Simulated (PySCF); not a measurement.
**Continuum solvent and chemical shifts**

Bonds (- single, = double, # triple, : aromatic): C1-C2, C2:C3, C3:C4, C4:C5, C5-S6, S6-C7, S6=O8, S6=O9, C5:C10, C10:C11, C11:C2. C1 carries H12, H13, H14; C3 carries H15; C4 carries H16; C7 carries H17, H18, H19; C10 carries H20; C11 carries H21.

GIAO PBE0/pcSseg-1 in PySCF 2.14 on one PBE0-D3(BJ)/def2-SVP conformer, non-relativistic, equivalent nuclei averaged. Solvents enter as an IEF-PCM continuum (benzene with ε = 2.3, dichloromethane with ε = 8.9) around the gas-phase geometry. Shifts are referred to TMS, CS2 computed in the same medium.

In benzene, δ in ppm: C2 151.3, C5 144.9, C3/C11 135.7, C4/C10 133.9, C7 50.3, C1 23.6, S6 294.7, H16/H20 7.98, H15/H21 7.57, H17/H18/H19 2.72, H12/H13/H14 2.53. Dipole moment 6.20 D.

Question: How does each δ change in the more polar medium?

Answer: 
```
      atoms                                      environment  Δδ, dichloromethane
         C2                      substituted aromatic carbon                 +1.8
         C5                   aromatic carbon bearing sulfur                 -0.2
     C3/C11                                      aromatic CH                 +0.9
     C4/C10                                      aromatic CH                 +0.2
         C7                        methyl carbon bonded to S                 +0.8
         C1                methyl carbon on an aromatic ring                 +0.2
         S6                                   sulfone sulfur                 +3.6
    H16/H20                       hydrogen on an aromatic CH                +0.01
    H15/H21                       hydrogen on an aromatic CH                +0.13
H17/H18/H19          hydrogen on a methyl carbon bonded to S                +0.15
H12/H13/H14  hydrogen on a methyl carbon on an aromatic ring                +0.05
```

Changes are relative to benzene. The dipole moment becomes 6.83 D in dichloromethane.

Question: Which nuclei move most (in ppm), and what does the model miss?

Answer: S6 (sulfone sulfur, +3.6 ppm) in dichloromethane. A continuum only polarises the solute; specific hydrogen bonds, the anisotropy of aromatic solvents and changes of geometry or conformer are outside it.
